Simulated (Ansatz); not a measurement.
Consider the silylene formation by 1,1-elimination: `CC[SiH](N)[SiH3]` → `CC[Si]N` + SiH₄.

Calculated with Ansatz (gas phase, PBE0-D4/def2-TZVP geometries, no zero-point term in ΔE). CCSD(T)/CBS adds triple-zeta CCSD(T) − MP2 to the extrapolated MP2 energy (def2 sets, frozen cores). This one scheme is used for every species. DFT in def2-TZVPP. Each species was taken in one conformer, which may not be the lowest.

```csv
species,BHLYP energy (Eh)
`CC[SiH](N)[SiH3]`,-716.58639
`CC[Si]N`,-424.64496
SiH₄,-291.88665
```

Question: Work out ΔE.

Answer: ΔE = (-424.64496) + (-291.88665) − (-716.58639) = 0.05478 Eh = +143.8 kJ/mol. CCSD(T)/CBS gives +151.3 kJ/mol.

Largest T1 diagnostic among the species: 0.013.

From BLYP to BHLYP (50 % exact exchange), in def2-TZVPP and without D4, ΔE moves by +29.8 kJ/mol. The D4 term adds +14.8 kJ/mol with B3LYP and +8.6 kJ/mol with PBE0; it sums over pairs of atoms, weighted by their polarisabilities, and B3LYP, whose exchange is more repulsive, gets the larger term. Leaving LDA and LC-ωPBE aside and taking each functional with its dispersion term where it has one, the values, not all of them listed here, spread over 38.4 kJ/mol, from BLYP-D4 to r2SCAN0-D4. LDA lies +24.5 kJ/mol from PBE without D4.

B3LYP here is the variant with VWN-RPA as its local correlation; programs differ in this.
